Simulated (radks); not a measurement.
The mean radii <r> (bohr) of the occupied orbitals of an atom or ion are listed with their occupations. All-electron calculation, Dirac Kohn-Sham, PBE, spin-unpolarised, spherical densities, point nucleus. Program: a radial shooting solver on a logarithmic mesh with Libxc functionals.

| orbital | occ. | <r> |
|---|---|---|
| 1s1/2 | 2 | 0.07300 |
| 2s1/2 | 2 | 0.3393 |
| 2p1/2 | 2 | 0.3009 |
| 2p3/2 | 4 | 0.3034 |
| 3s1/2 | 1 | 0.9077 |

Name the element and its charge. Open shells, if any, fill j = l - 1/2 first.

Answer. Z = 21, scandium, charge +10: Sc10+ in [Ne] 3s1. The 1s radius gives Z: for a bare nucleus <r> = (2 gamma + 1)/(2Z) with gamma = sqrt(1 - (Z/c)^2), 0.07087 bohr for Z = 21, and screening makes it slightly larger (0.07300 here). The occupations add up to 11, and the charge is Z minus that.
